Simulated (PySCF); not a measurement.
**Correlation energy of C (carbon, neutral)**

[He] 2s2 2p1 3s1, high-spin 3P determinant (an excited configuration). Calculation: PySCF 2.14, in aug-cc-pCVTZ-DK with one added diffuse shell each of s, p, d, f type (8s7p5d3f, 75 functions); the spin-free X2C one-electron Hamiltonian (Gaussian nucleus). Frozen: 1s2; 4 electrons correlated.

```tsv
level	correlation energy (mhartree)
CCSD	-82.84
(T)	-1.96
CCSD(T)	-84.80
```

Diagnostics: T1 = 0.023, D1 = 0.0613, largest double amplitude 0.127.

The outer electron is Rydberg-like, and this basis confines it to a smaller radius and binds it less than a complete one would.

Cost of the coupled-cluster step: roughly 15 core-seconds, for 4 correlated electrons.

Iterations:

```
CC2 = 0
CCSD nocc = (np.int64(3), np.int64(1)), nmo = (74, 74)
frozen orbitals [[0], [0]]
max_cycle = 100
direct = 0
conv_tol = 1e-08
conv_tol_normt = 1e-06
diis_space = 8
diis_start_cycle = 0
Init t2, MP2 energy = -0.0572885680559495
Init E_corr(UCCSD) = -0.0572885680566846
cycle = 1  E_corr(UCCSD) = -0.071474540403334  dE = -0.0141859723  norm(t1,t2) = 0.060403
cycle = 2  E_corr(UCCSD) = -0.0770176622083047  dE = -0.0055431218  norm(t1,t2) = 0.032318
cycle = 3  E_corr(UCCSD) = -0.0825333424185084  dE = -0.00551568021  norm(t1,t2) = 0.0194235
cycle = 4  E_corr(UCCSD) = -0.0823853094295445  dE = 0.000148032989  norm(t1,t2) = 0.00788345
cycle = 5  E_corr(UCCSD) = -0.082925632618465  dE = -0.000540323189  norm(t1,t2) = 0.00469718
cycle = 6  E_corr(UCCSD) = -0.0827282411167565  dE = 0.000197391502  norm(t1,t2) = 0.00143793
cycle = 7  E_corr(UCCSD) = -0.0828539539292142  dE = -0.000125712812  norm(t1,t2) = 0.000697233
cycle = 8  E_corr(UCCSD) = -0.0828544604244425  dE = -5.06495228e-07  norm(t1,t2) = 0.00043529
cycle = 9  E_corr(UCCSD) = -0.0828406270135908  dE = 1.38334109e-05  norm(t1,t2) = 0.000595191
cycle = 10  E_corr(UCCSD) = -0.0828368009411194  dE = 3.82607247e-06  norm(t1,t2) = 0.000124677
cycle = 11  E_corr(UCCSD) = -0.0828355270192806  dE = 1.27392184e-06  norm(t1,t2) = 7.01931e-05
cycle = 12  E_corr(UCCSD) = -0.0828358354610371  dE = -3.08441757e-07  norm(t1,t2) = 2.88356e-05
cycle = 13  E_corr(UCCSD) = -0.0828353333732078  dE = 5.02087829e-07  norm(t1,t2) = 1.11614e-05
cycle = 14  E_corr(UCCSD) = -0.082835493919141  dE = -1.60545933e-07  norm(t1,t2) = 5.42728e-06
cycle = 15  E_corr(UCCSD) = -0.0828355101328517  dE = -1.62137107e-08  norm(t1,t2) = 1.49026e-06
cycle = 16  E_corr(UCCSD) = -0.0828355000614039  dE = 1.00714478e-08  norm(t1,t2) = 6.04147e-07
cycle = 17  E_corr(UCCSD) = -0.0828354801022982  dE = 1.99591057e-08  norm(t1,t2) = 3.11084e-07
cycle = 18  E_corr(UCCSD) = -0.0828354788417606  dE = 1.26053765e-09  norm(t1,t2) = 2.18155e-07
UCCSD converged
E(UCCSD) = -37.52337636504539  E_corr = -0.08283547884176057
UCCSD(T) correction = -0.00195761078332383
```
